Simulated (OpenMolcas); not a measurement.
## Rh: effect of the basis set

```yaml
Program: OpenMolcas
Method: CASSCF
Active_space: 9 electrons in 6 orbitals (4d 5s)
State_averaging: 2S+1 = 4 even, 20 roots; 2S+1 = 2 even, 52 roots kept (CI in the orbitals of an earlier block)
Spin-orbit_coupling: state interaction with AMFI integrals over the reference wave functions, term energies averaged over their components
```

A. ANO-R1 [6s4p3d1f], X2C, finite nucleus; cost roughly 40 core-seconds
B. ANO-R2 [7s5p4d2f1g], X2C, finite nucleus; cost of the order of 24 core-seconds
C. ANO-RCC-VTZP [7s6p4d2f1g], DKH2, point nucleus; cost of the order of 16 core-seconds
D. ANO-R3 [8s6p5d3f2g1h], X2C, finite nucleus; cost about 60 core-seconds
E. ANO-RCC-VQZP [8s7p5d3f2g1h], DKH2, point nucleus; cost roughly 18 core-seconds

Energies in cm-1 above 4d8 5s 4F 9/2, the measured ground level; measured values from NIST Handbook of Basic Atomic Spectroscopic Data.

```tsv
Level	A	B	C	D	E	Measured
4d8 5s 4F 9/2	0.0	0.0	0.0	0.0	0.0	0.0
4d8 5s 4F 7/2	1612	1613	1609	1612	1618	1530
4d8 5s 4F 5/2	2989	2980	2969	2978	2990	2598
4d8 5s 4F 3/2	3857	3845	3831	3843	3857	3473
4d8 5s 2F 7/2	7256	7431	7485	7454	7466	5691
4d8 5s 2F 5/2	9411	9564	9607	9583	9599	7791
4d7 5s2 4F 9/2	12233	11517	11555	11458	11479	
4d8 5s 4P 5/2 [54 %]	12679	12707	12705	12705	12707	
4d8 5s 2D 3/2 [67 %]	13325	13323	13327	13317	13322	
4d7 5s2 4F 7/2	14182	13458	13487	13397	13427	
4d8 5s 4P 3/2 [69 %]	15309	15244	15234	15226	15239	
4d7 5s2 4F 5/2 [75 %]	15362	14713	14737	14655	14687	
4d8 5s 4P 1/2	15562	15564	15542	15559	15566	
4d7 5s2 4F 3/2 [73 %]	16408	15758	15775	15711	15742	
4d8 5s 2P 3/2	18267	18220	18246	18208	18227	
4d8 5s 2P 1/2	18964	18928	18956	18917	18938	
4d8 5s 2G 9/2	20103	20052	20056	20040	20049	
4d8 5s 2G 7/2	20283	20269	20271	20261	20270	
4d7 5s2 4P 5/2	26331	25623	25645	25561	25582	
4d7 5s2 4P 3/2	26967	26306	26329	26249	26271	
4d7 5s2 2G 9/2	27591	27013	27041	26966	26982	
4d7 5s2 4P 1/2	27828	27133	27150	27071	27098
```

Deviations, from unrounded energies. A percentage is the sum of absolute deviations over the sum of measured energies, with the sign that they share, or ± where signs differ.

| Against measurement | Levels | A | B | C | D | E |
| --- | --- | --- | --- | --- | --- | --- |
| mean absolute deviation (cm-1) | 5 | 810 | 870 | 880 | 880 | 890 |
| fine structure of the ground term (%) | 3 | +11.3 | +11.0 | +10.6 | +11.0 | +11.4 |
| other terms of the ground configuration (%) | 2 | +23.6 | +26.1 | +26.8 | +26.4 | +26.6 |

A lies closest to measurement on these levels and E furthest from it. The largest miss of A in the table is 4d8 5s 2F 5/2, by +1600 cm-1. The ranking rests on the paired levels alone, and a cruder setting can come out closer through cancelling errors.

Among A to E the level of the table that moves most is 4d7 5s2 4F 7/2, by 780 cm-1 (lowest in D, highest in A).

Without dynamic correlation excited terms often stand tens of per cent too high (terms of higher spin than the ground term too low), and those without a measured partner can miss by more than the paired ones. Terms from blocks run as CI alone lack orbitals of their own. A single d shell beside an s shell can misplace configurations of different d count against each other. No level of 4d9 was computed, though it lies in the active space. Measured partners are found by configuration, term and J. A level has none where our copy of the source lacks it or the pairing is in doubt (some pairs that miss far off the trend of their configuration count as doubtful), and it then counts in no deviation. Only configurations of the active space appear. Levels that lie high or do not pair safely by name in every column are left out.

A share in square brackets marks a mixed level and gives the weight of the term that names it, the lowest over the columns.
